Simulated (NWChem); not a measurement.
CaHSF; SMILES [SH][Ca][F]

```xyz
4

Ca     0.2672     0.5908     0.0000
F     -0.3571     2.4444     0.0000
S     -0.2027    -1.9704     0.0000
H      1.1135    -2.2900     0.0000
```
Atoms are numbered in this order, from 1.

Computed with NWChem. Medium grid unless said otherwise, to which SCAN and Minnesota functionals are sensitive. Coordinates come from a PBE0/def2-SVP optimisation.

For level B97-D/def2-SVP:

| Quantity | Value |
|---|---|
| highest occupied level (eV) | -4.98 |
| orbital gap (eV) | 2.67 |
| dipole (D) | 4.08 |

Estimate the same quantities for level M06-L/def2-SVP.

The highest occupied level (eV) is -5.11 and the orbital gap (eV) comes out as 3.59. The dipole (D) is 4.50.
